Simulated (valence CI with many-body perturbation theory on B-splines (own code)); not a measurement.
The numbers below are computed, except where a source is named.
Bi XXXV: what each term of the Hamiltonian does

Level of theory: relativistic CI+MBPT: three valence electrons over a frozen Dirac-Fock core [Kr] 4d10, a basis of 8 s, 8 p, 9 d, 9 f, 6 g, 3 h, 2 i functions for each j, with the one-electron correlation potential Σ1 (screened to all orders), the two-electron term Σ2, the three-electron term Σ3, Breit, model QED; selected single and double excitations, second order for the rest, scaled by the run's own slope (own B-spline code, finite nucleus).

No measured spectrum was set against this ion. As an estimate, large intervals hold to a few tenths of a per cent, small ones and those within an open d or f shell to about a per cent. Core correlation moves these levels by up to 7400 cm⁻¹, and in measured spectra 5 to 20 % of such shifts remained as error; rates that hang on mixing are uncertain with them. The list stops below the first excitations out of the core. Only levels of the ground parity were solved; by the run's estimate the other parity begins above the list, which can be wrong where configurations are misplaced.

Each rung adds one term. CI alone is the Dirac-Coulomb CI over the frozen core; QED comes last and gives the full result, which names the levels. Energies are above (4f5/2^3) J=9/2 on the same rung, in cm⁻¹.

Levels are named by their leading jj configuration (3d3/2^4 stands for four electrons in 3d with j = 3/2), which in mixed levels can hold well under half, so a name can repeat and another be missing. Letters in brackets count levels of one name in rising energy.

```
                     Level  CI alone     Σ1     Σ2     Σ3  Breit   QED    Full
           (4f5/2^3) J=3/2     47982   +128  -3610   +433  +1218  +7.5   46159
(4f5/2^2 4f7/2) J=11/2 [a]     50381   +773  +1135   +100  -2528  +223   50084
           (4f5/2^3) J=5/2     74192   +300  -3788   +211   +918   +46   71880
     (4f5/2^2 4f7/2) J=9/2     79284   +787    -44   -305  -2002  +207   77927
    (4f5/2^2 4f7/2) J=13/2     84762  +1076   +870   +115  -4234  +296   82886
 (4f5/2^2 4f7/2) J=5/2 [a]     95096   +846  -2373   +125  -1048  +217   92862
 (4f5/2^2 4f7/2) J=3/2 [a]     94756   +879  -2033  +1081   -946  +225   93962
 (4f5/2^2 4f7/2) J=7/2 [a]     97270   +887  -1023   -309  -1858  +227   95194
    (4f5/2^2 4f7/2) J=15/2    109819  +1186   -5.6    +73  -5298  +312  106087
 (4f5/2^2 4f7/2) J=7/2 [b]    115032   +992  -2954   +217  -1305  +249  112230
(4f5/2^2 4f7/2) J=11/2 [b]    132424  +1169  -2451   +597  -3408  +287  128619
(4f5/2 4f7/2^2) J=13/2 [a]    132424  +1407   +493   -1.5  -4645  +382  130060
     (4f5/2^2 4f7/2) J=1/2    133502   +990  -4249  +1169   -998  +230  130643
 (4f5/2^2 4f7/2) J=3/2 [b]    134997  +1023  -4797   +699  -1011  +242  131153
 (4f5/2 4f7/2^2) J=9/2 [a]    135383  +1380  -1861    +94  -3278  +353  132070
 (4f5/2^2 4f7/2) J=5/2 [b]    137953   +912  -4919   +628   -490  +204  134288
 (4f5/2 4f7/2^2) J=9/2 [b]    152524  +1529  -1310   -113  -3833  +408  149205
 (4f5/2 4f7/2^2) J=7/2 [a]    153507  +1661   -160   -299  -3612  +446  151542
    (4f5/2 4f7/2^2) J=15/2    156338  +1606   -785   +227  -6079  +430  151738
(4f5/2 4f7/2^2) J=11/2 [a]    161385  +1504   -679   -453  -4385  +398  157770
 (4f5/2 4f7/2^2) J=3/2 [a]    163973  +1582  -1531   +976  -2783  +417  162634
 (4f5/2 4f7/2^2) J=5/2 [a]    175671  +1722  -1297   +415  -3530  +452  173433
 (4f5/2 4f7/2^2) J=9/2 [c]    187143  +1669  -3699   +207  -3719  +424  182024
(4f5/2 4f7/2^2) J=11/2 [b]    187156  +1840  -1920   +396  -5249  +481  182704
     (4f5/2 4f7/2^2) J=1/2    189386  +1736  -3291  +1214  -3095  +448  186398
 (4f5/2 4f7/2^2) J=7/2 [b]    194771  +1555  -5259   +396  -2509  +379  189334
(4f5/2 4f7/2^2) J=13/2 [b]    198123  +1764  -2351  +1022  -5789  +451  193220
 (4f5/2 4f7/2^2) J=3/2 [b]    202311  +1848  -4300   +811  -3241  +469  197897
    (4f5/2 4f7/2^2) J=17/2    206487  +1801  -3040   +315  -7321  +458  198701
          (4f7/2^3) J=15/2    214141  +2296   +395    +37  -7435  +623  210058
 (4f5/2 4f7/2^2) J=5/2 [b]    214665  +1790  -4033    +52  -2733  +444  210185
```

The middle columns are the shifts that each term adds.

(1) How does the ionisation energy move along the ladder, and which term matters most?

Answers

(1) CI alone 1344.7, + Σ1 1348.5, + Σ2 1355.3, + Σ3 1355.4, + Breit 1355.1, + QED 1355.2 eV. The largest step is Σ2, 6.8 eV. NIST lists 1380 ± 70 eV (theoretical).
